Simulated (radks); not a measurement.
The numbers below are computed, except where a source is named.
Sr+, configuration [Kr] 5s1. Level of theory: scalar-relativistic Kohn-Sham, PBEsol, spin-polarised, spherical densities, point nucleus; open shells are filled with parallel spins first (spin-orbit coupling, left out, can overturn this in heavy ions) (a radial shooting solver on a logarithmic mesh with Libxc functionals).

Normalised radial functions P(r) = r R(r), r in bohr:

r,4s up
0.005599,0.1102
0.006518,0.1227
0.007527,0.1350
0.008693,0.1474
0.01004,0.1597
0.01159,0.1711
0.01339,0.1810
0.01546,0.1885
0.018,0.1925
0.02079,0.1914
0.02401,0.1839
0.02773,0.1685
0.03203,0.1438
0.03699,0.1086
0.04271,0.0623
0.04973,0.0019
0.05743,-0.0644
0.06632,-0.1358
0.0766,-0.2063
0.08846,-0.2680
0.1022,-0.3108
0.118,-0.3241
0.1374,-0.2958
0.1586,-0.2225
0.1832,-0.1048
0.2116,0.0476
0.2443,0.2151
0.2822,0.3697
0.3259,0.4786
0.3794,0.5108
0.4381,0.4428
0.506,0.2767
0.5844,0.0306
0.6749,-0.2597
0.7794,-0.5476
0.9001,-0.7863
1.048,-0.9446
1.21,-0.9858
1.398,-0.9248
1.614,-0.7864
1.864,-0.6072
2.153,-0.4249
2.486,-0.2682
2.894,-0.1465
3.343,-0.0731
3.86,-0.0320
4.458,-0.0119
5.149,-0.0037
5.946,-0.0009
6.867,-0.0002
7.995,0.0000
9.233,0.0000
10.66,0.0000
12.31,0.0000

4s up: eigenvalue -47.216 eV, 3 radial nodes at r = 0.0499, 0.203, 0.594 bohr, <r> = 1.36 bohr, 90 % of the charge inside 1.99 bohr.
